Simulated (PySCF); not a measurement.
Broadened absorption spectrum of C6H9FO

C6H9FO.
InChI=1S/C6H9FO/c1-8-6-4-2-3-5-7/h3-6H,2H2,1H3/b5-3-,6-4+

Level of theory: TDDFT B3LYP/def2-SVPD, vertical, gas phase, core orbitals frozen in the response (PySCF). The structure is a single GFN2-xTB conformer in the gas phase; no vibrational or solvent corrections. Torsions of this conformer, `[CH3:1][O:2]/[CH:3]=[CH:4]/[CH2:5]/[CH:6]=[CH:7]\[F:8]`: C1–O2–C3–C4 0°, C3–C4–C5–C6 -112°, C4–C5–C6–C7 -120°.

Computed states:

```json
{"state": "S1", "E (eV)": "5.68", "f": "0.139"}
{"state": "S2", "E (eV)": "6.02", "f": "0.025"}
{"state": "S3", "E (eV)": "6.37", "f": "0.0075"}
{"state": "S4", "E (eV)": "6.40", "f": "0.017"}
{"state": "S5", "E (eV)": "6.74", "f": "0.243"}
{"state": "S6", "E (eV)": "6.78", "f": "0.0072"}
{"state": "S7", "E (eV)": "6.89", "f": "0.0030"}
{"state": "S8", "E (eV)": "7.15", "f": "0.060"}
```

Broadening: Gaussians 0.25 eV wide at half height, area fixed by f = 4.319×10⁻⁹ ∫ε dν̃. The width is an assumption, not a result. The curve ends short of the highest state used, and states not computed would add to its high-energy end.

Question: What does the envelope look like, and where are its maxima?

Answer: 
```tsv
λ (nm)	ε (L mol⁻¹ cm⁻¹)
189.3	6590
190.1	4738
190.9	3653
191.7	3122
192.5	2916
193.3	2842
194.1	2764
194.9	2611
195.7	2369
196.6	2022
197.4	1702
198.2	1426
199.0	1241
199.8	1175
200.6	1237
201.4	1416
202.2	1685
203.1	2041
203.9	2352
204.7	2609
205.5	2779
206.3	2852
207.1	2844
207.9	2800
208.7	2786
209.5	2887
210.4	3241
211.2	3850
212.0	4781
212.8	6034
213.6	7559
214.4	9255
215.2	10979
216.0	12563
216.8	13843
217.7	14744
218.5	14972
219.3	14638
220.1	13789
220.9	12524
221.7	10975
222.5	9286
223.3	7593
224.2	5816
225.0	4432
225.8	3271
226.6	2340
227.4	1623
228.2	1093
229.0	714
229.8	454
230.6	280
231.5	158
232.3	92
233.1	52
233.9	29
```

Maxima: 218 nm (5.68 eV), ε about 15000, made up of S1 (100%); 207 nm (6.00 eV), ε about 2900, made up of S2 (95%) (hardly more than a shoulder) (ε in L mol⁻¹ cm⁻¹; maxima over ε = 5, shares over 10%). At its high-energy end, 6.55 eV, the curve is still rising (ε about 6600, from S4 and S5).

Question: Coming from long wavelengths, where does ε first pass 100 L mol⁻¹ cm⁻¹?

Answer: At about 232 nm (5.34 eV), 0.34 eV below S1.

Question: On this curve, what absorbance would a 10⁻³ mol/L sample give at 222 nm over a 1 cm path?

Answer: 222 nm is 5.585 eV, where ε is about 10000 L mol⁻¹ cm⁻¹, so A = ε c l ≈ 10 (Beer–Lambert, with the gas-phase spectrum and the assumed width).

Question: What would ε be at 5.68 eV, the highest of these maxima, with half the width (0.125 eV)?

Answer: About 29800 L mol⁻¹ cm⁻¹ against 15000, a factor of about 1.99; a lone state at its own centre would give exactly 2.
